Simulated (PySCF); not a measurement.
SnH2, SMILES [SnH2] (connectivity only; charge and spin as stated), neutral, multiplicity 1.

The structure is a stationary point at B3LYP-D3(BJ)/def2-TZVPD. The def2 effective core potentials stand for the cores of Sn; spin–orbit coupling is left out.

Method: r2SCAN/def2-TZVPD (PySCF).

Gas-phase values at a fixed geometry.

Computed frontier levels, gap, dipole moment and polarisability:
```
Property                                                                                                        Value
---------------------------------------------------------------------------------------------  ----------------------
highest occupied level                                                                                       -5.92 eV
lowest empty level                                                                                           -3.60 eV
orbital gap                                                                                                   2.32 eV
dipole moment                                                                                                  0.76 D
quadrupole, principal values (traceless, Buckingham form, about the centre of nuclear charge)  -4.85, -2.24, 7.09 D·Å
mean static polarisability                                                                       49.2 bohr³ (7.29 Å³)
polarisability, principal values                                                               39.4, 52.8, 55.4 bohr³
```
